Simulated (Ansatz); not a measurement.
BH3N (SMILES [BH]N) moved off its minimum; all values from Ansatz (a program for electronic structure), cores frozen in correlated methods. Open shells are unrestricted.
(charge 0, multiplicity 2)
```xyz
5

B      0.7868    -0.4868     0.0998
N     -0.4028     0.0601    -0.0716
H      1.6214     0.3466     0.0859
H     -0.8401     1.2217    -0.0303
H     -1.2021    -0.4664    -0.0282
```

Forces at PBE/def2-TZVPP (eV/Å):

| atom | Fx | Fy | Fz |
|---|---|---|---|
| B1 | 2.079 | 0.580 | -0.018 |
| N2 | -2.790 | 5.203 | 0.054 |
| H3 | 1.330 | -0.293 | 0.216 |
| H4 | 2.112 | -3.732 | -0.226 |
| H5 | -2.731 | -1.758 | -0.026 |

### Question
Give the forces (eV/Å), the total energy and the dipole at CCSD(T)/aug-cc-pVTZ.

### Answer

```tsv
atom	Fx	Fy	Fz
B1	2.669	0.506	0.052
N2	-3.844	5.749	0.013
H3	1.220	-0.391	0.218
H4	2.398	-4.245	-0.239
H5	-2.443	-1.618	-0.044
```
Energy -81.1755 hartree, dipole 2.32 D.
